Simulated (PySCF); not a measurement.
# C₆ coefficients of unlike pairs at PBE

Calculated with PySCF 2.14 from the dipole response of each species, C₆(A,B) = (3/π) ∫ α_A(iu) α_B(iu) du, in atomic units, from isotropic polarisabilities. For ions this is the dispersion term alone; charge-induced terms of lower order in 1/R come first.

```tsv
species	configuration	basis	relativity	α (bohr³)	C₆ (like pair)
N(3+)	[He] 2s2 (1S)	dyall-av2z (11s7p2d)	none	2.097	2.071
Xe(2+)	[Kr] 4d10 5s2 5p4 (3P)	aug-cc-pVTZ-DK3 (8s7p5d2f)	spin-free X2C	12.89	89.56
Be	[He] 2s2 (1S)	aug-cc-pVDZ-DK (4s3p2d)	spin-free X2C	42.30	255.8
Xe+	[Kr] 4d10 5s2 5p5 (2P)	aug-cc-pV5Z-PP with ECP28MDF (8s8p6d4f3g2h)	core potential	18.43	159.1
```

(1) Estimate C₆ for Be with Xe(2+).

No spin-orbit coupling is included.

The other pairs:

```tsv
pair	C₆
Xe+, N(3+)	18.15
Be, N(3+)	19.40
Xe(2+), N(3+)	13.59
Xe+, Xe(2+)	119.1
Xe+, Be	170.2
```

Results:

(1) The integral gives 123.2. The combination rule 2 C_A C_B / (C_A α_B/α_A + C_B α_A/α_B) gives 123.2 and the geometric mean 151.4.
